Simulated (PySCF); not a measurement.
Species: C6H12B2F2.
SMILES: `B[C@H]1CC[C@H](B(F)F)CC1`

The closed-shell ground state was solved at several levels (PySCF, density fitting, gas phase, non-relativistic). One conformer (not necessarily the lowest) at the PBE0-D3(BJ)/def2-SVP geometry, without solvent, vibrations or thermal averaging.

```
        level  basis functions  HOMO (eV)  LUMO (eV)  gap (eV)  dipole (D)
PBE0/pcSseg-1              230      -8.18      -1.31      6.87        1.06
 PBE/pcSseg-1              230      -6.85      -2.32      4.53        0.82
```

**Question.** Estimate the row for PBE0/def2-SVPD, a basis of 302 functions; the other rows only guide the guess.

**Answer.** HOMO -8.17 eV, LUMO -1.33 eV, gap 6.84 eV, dipole 1.09 D.

**Question.** Over all these levels, which gives the widest orbital gap and which the narrowest?

**Answer.** PBE0/pcSseg-1 (global hybrid, 25 % exact exchange) has the widest, 6.87 eV, and PBE/pcSseg-1 (GGA) the narrowest, 4.53 eV. The two share the basis. From the narrowest to the widest the HOMO moves by -1.33 eV and the LUMO by +1.01 eV.

**Question.** How far do the dipole and the HOMO energy spread over the levels?

**Answer.** The dipole runs from 0.82 to 1.09 D (mean 0.99 D) and the HOMO from -8.18 to -6.85 eV.
